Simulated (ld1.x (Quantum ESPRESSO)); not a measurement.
W (Z = 74), ultrasoft: configuration errors across variants

W (Z = 74), ultrasoft, made with ld1.x (Quantum ESPRESSO) 7.5 (revPBE, scalar-relativistic). Core [Kr] 4d10 4f14, reference 5s2 5p6 5d4 6s2 6p0. Waves: 5s (bound): rcut 1.65, rcutus 1.75 bohr; 6s (bound): rcut 1.65, rcutus 1.75 bohr; 5p (bound): rcut 1.65, rcutus 1.80 bohr; 6p (bound, empty): rcut 1.65, rcutus 1.80 bohr; 5d (bound): rcut 1.55, rcutus 1.80 bohr; 5d channel at 3.2 Ry: rcut 1.55, rcutus 1.80 bohr. Local part: all-electron potential smoothed inside 1.65 bohr (lloc = -2). Core correction: a·sin(br)/r model core inside 1.45 bohr. Augmentation charge: built from norm-conserving waves at rcut, not smoothed further.

All-electron excitation energies from the reference (eV): (1) 5s2 5p6 5d4 6s1 6p0 8.805; (2) 5s2 5p6 5d4 6s0 6p0 24.347; (3) 5s2 5p6 5d3 6s0 6p0 49.626; (4) 5s2 5p5 5d4 6s2 6p0 48.895; (5) 5s2 5p6 5d4 6s0 6p1 14.238; (6) 5s2 5p6 5d3 6s2 6p1 4.013; (7) 5s2 5p6 5d5 6s0 6p0 9.575.

The overlap operator is not positive definite (basis up to 400 Ry) in “local potential all-electron potential smoothed inside 1.08 bohr (lloc = -2)”. Such files are unfit for use, however small their errors in these radial tests.

3 further variants failed, have other tests or too few solved ones, and are left out.

The file “base” misses its own reference levels by 3.1 eV. The file “waves 5d (bound): rcut 1.55, rcutus 2.62 bohr; 5d channel at 3.2 Ry: rcut 1.55, rcutus 2.62 bohr” misses its own reference levels by 3.1 eV. The file “local potential all-electron potential smoothed inside 1.08 bohr (lloc = -2)” misses its own reference levels by 1.9 eV. The file “wave 5d channel at 3.2 Ry: rcut 1.55, rcutus 1.80 bohr becomes 5d channel at 4.41 Ry: rcut 1.55, rcutus 1.80 bohr” misses its own reference levels by 3.1 eV. The file “waves 5p (bound): rcut 1.65, rcutus 2.02 bohr; 6p (bound): rcut 1.65, rcutus 2.02 bohr” misses its own reference levels by 3.1 eV.

Errors AE − PS in meV (a dash: test not solved or not reliable):

| change | (1) | (2) | (3) | (4) | (5) | (6) | (7) | bound ghosts |
| --- | --- | --- | --- | --- | --- | --- | --- | --- |
| base | +2749 | +7227 | +7200 | -3428 | +6281 | -2231 | +7220 | not determined |
| waves 5d (bound): rcut 1.55, rcutus 2.62 bohr; 5d channel at 3.2 Ry: rcut 1.55, rcutus 2.62 bohr | +2751 | +7230 | +7203 | -3431 | +6284 | -2238 | +7218 | not determined |
| local potential all-electron potential smoothed inside 1.08 bohr (lloc = -2) | +1431 | +3704 | +3681 | – | – | – | – | not determined (overlap not positive) |
| wave 5d channel at 3.2 Ry: rcut 1.55, rcutus 1.80 bohr becomes 5d channel at 4.41 Ry: rcut 1.55, rcutus 1.80 bohr | +2749 | +7225 | +7404 | – | – | – | – | not determined |
| waves 5p (bound): rcut 1.65, rcutus 2.02 bohr; 6p (bound): rcut 1.65, rcutus 2.02 bohr | +2749 | +7226 | +7178 | -3524 | +6242 | -2302 | +7207 | not determined |

**Question.** Give the same row for: core correction a·sin(br)/r model core inside 2.14 bohr.

**Answer.** +2740, +7271, +7229, –, –, –, –; bound ghosts: not determined.
